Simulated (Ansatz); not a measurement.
```yaml
crystal:
  periodic: [false, false, false]
  atoms:
    - {symbol: K, position_ang: [-0.599266, -1.258179, -2.298845]}
    - {symbol: F, position_ang: [-1.138372, -1.582999, -0.635035]}
    - {symbol: K, position_ang: [0.218820, -1.925316, -0.100638]}
    - {symbol: F, position_ang: [0.294395, -2.328403, 1.585348]}
    - {symbol: F, position_ang: [0.727549, -1.622230, -1.434752]}
    - {symbol: K, position_ang: [-0.960567, -0.008601, -0.098878]}
    - {symbol: F, position_ang: [0.597254, -0.283711, 0.430901]}
    - {symbol: K, position_ang: [0.481214, -0.697031, 2.157658]}
    - {symbol: K, position_ang: [1.110555, -0.006427, -1.056753]}
    - {symbol: F, position_ang: [1.299939, 1.723671, -0.742634]}
    - {symbol: K, position_ang: [0.783470, 1.201531, 0.773421]}
    - {symbol: F, position_ang: [0.027130, 0.887377, 2.056367]}
    - {symbol: F, position_ang: [-0.411325, 0.377979, -1.758412]}
    - {symbol: K, position_ang: [-0.271743, 2.096083, -1.097267]}
    - {symbol: F, position_ang: [-0.892875, 1.804971, 0.404947]}
    - {symbol: K, position_ang: [-1.314127, 1.540798, 1.768624]}
basis:
  gaussian: {orbitals: def2-TZVPP}
hamiltonian: {xc: {name: wB97X}}
scf: {omitted_lower_state_checks: [starts]}
```

```sh
$ ansatz run in.yaml --threads 4 --pin off --events-out ev --progress --plain --max-ram 6963MiB
```

Q: Does this run fit into the memory that it is given?

A: No. It has 512 basis functions, and the program plans for 11 GiB where 7 GiB are given.
